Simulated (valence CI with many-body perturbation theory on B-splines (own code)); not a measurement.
## Mo9+ in brief

Level of theory: valence CI with perturbative core correlation (CI+MBPT): five valence electrons over a frozen Dirac-Fock core [Ar] 3d10, radial functions for each j: 11 s, 11 p, 10 d, 8 f, 5 g, 2 h, with the one-electron correlation potential Σ1 (screened to all orders), the two-electron term Σ2, the three-electron term Σ3, Breit, model QED; selected single and double excitations, second order for the rest, scaled by the run's own slope (own B-spline code, finite nucleus).

No measured spectrum was set against this ion. As an estimate, levels hold to about 250 cm⁻¹ or 0.2 % of their energy and the worst to 1 %, as in measured heavy ions of charge 2 to 7; those with d or f electrons hold less well. Among the levels kept, up to 2800 cm⁻¹ of a level comes from second order outside the variational space, and about a tenth of that is noise between levels of different J, which matters for small intervals.

Rates and lifetimes use the calculated energies. Strong lines usually hold to 10 to 20 %, long lifetimes can be off by a factor of two.

Q: What is the ground level?

A: 4s²4p³ ⁴S°_3/2, composition 82 % 4s²4p³ ⁴S° + 12 % 4s²4p³ ²P° + 3 % 4s²4p³ ²D°, g = 1.877.

Q: Among levels below 791160 cm⁻¹, which E1 lines absorb most strongly from the ground level?

A: to 4s²4p²4d ⁴P_5/2 at 23.96 nm, f = 1.37; to 4s²4p²4d ⁴P_3/2 at 23.75 nm, f = 0.803; to 4s²4p²4d ⁴P_1/2 at 23.42 nm, f = 0.363.

Q: Name the longest-lived excited levels whose lifetime is computed, and their main decay.

A: 4s²4p³ ²D°_5/2 at 35661 cm⁻¹ lives 42.9 ms, mostly by M1 to 4s²4p³ ⁴S°_3/2; 4s²4p³ ²D°_3/2 at 27023 cm⁻¹ lives 6.12 ms, mostly by M1 to 4s²4p³ ⁴S°_3/2; 4s²4p³ ²P°_1/2 at 55542 cm⁻¹ lives 2.25 ms, mostly by M1 to 4s²4p³ ⁴S°_3/2. The lifetime of 4s²4p²4d ⁴F_9/2 is too uncertain to give, and may be longer.

Q: What is the ionisation energy?

A: 186.03 eV; NIST lists 186.3 ± 1.2 eV (semi-empirical).

Q: Where does the other parity begin?

A: At 4s4p⁴ ⁴P_5/2, 224790 cm⁻¹.
